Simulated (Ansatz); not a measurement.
PBE exchange is replaced step by step with exact exchange (0 % is PBE, 25 % PBE0; no dispersion term), basis def2-TZVP, Ansatz. System: Os₄. The state is a singlet with charge 0. Geometry: r2SCAN-D4/def2-SVP.

Geometry of the singlet:

```xyz
4

Os    0.376   -1.429    0.864
Os   -0.556   -0.610   -1.066
Os   -0.982    1.401   -0.048
Os    1.161    0.638    0.250
```

In the def2 sets Os takes a core potential; there is no spin–orbit coupling. At PBE-D4/def2-TZVP the restricted singlet is unstable: a solution with broken spin symmetry lies lower. The restricted singlet is unstable towards broken spin symmetry at other levels; at PBE with 5 % exact exchange/def2-TZVP, PBE with 10 % exact exchange/def2-TZVP, PBE with 15 % exact exchange/def2-TZVP, PBE0-D4/def2-TZVP and others this wasn't settled. The geometry of the singlet was relaxed on an unsound state (restricted singlet, unstable towards broken spin symmetry at other levels and untested here). At PBE0-D4/def2-TZVP a triplet of charge 0 lies 0.94 eV below the restricted singlet, each at its own geometry. That triplet is doubtful there (⟨S²⟩ 4.50, where a pure state has 2.00). The structure comes from a short search, and lower isomers may exist.

```
exact exchange (%)  HOMO (eV)  LUMO (eV)  gap (eV)
                 0      -4.20      -3.84      0.37
                 5      -4.33      -3.66      0.67
                10      -4.46      -3.48      0.98
                15      -4.60      -3.30      1.30
                25      -4.84      -2.93      1.91
                35      -5.07      -2.57      2.51
                50      -5.44      -2.05      3.39
```
